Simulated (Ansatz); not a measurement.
System: sum formula NaOH, charge -1, multiplicity 2. 
Structure (B3LYP-D3(BJ)/def2-TZVP (Ansatz, a program for electronic structure) minimum search):
```xyz
3

Na    -0.6392    -0.4860    -0.5152
O      0.7116     0.5368     0.5733
H      1.3386     1.0516     1.0810
```
Charge -1, spin multiplicity 2.

Basis-set convergence of Hartree-Fock and CCSD correlation energies (hartree) with Ansatz. Correlated levels leave the core frozen unless marked. UHF or UKS for open shells. No spin-orbit coupling. No relativistic terms. This anion needs diffuse functions, which these sets lack.

```
basis       functions       E(HF)  E(corr, CCSD)
----------  ---------  ----------  -------------
def2-SVP           34  -237.17197       -0.21213
def2-TZVPP         77  -237.34098       -0.27072
def2-QZVPP        145           …              …
```

What belongs in the gaps?


- def2-QZVPP, E(HF): -237.35603
- def2-QZVPP, E(corr, CCSD): -0.29160
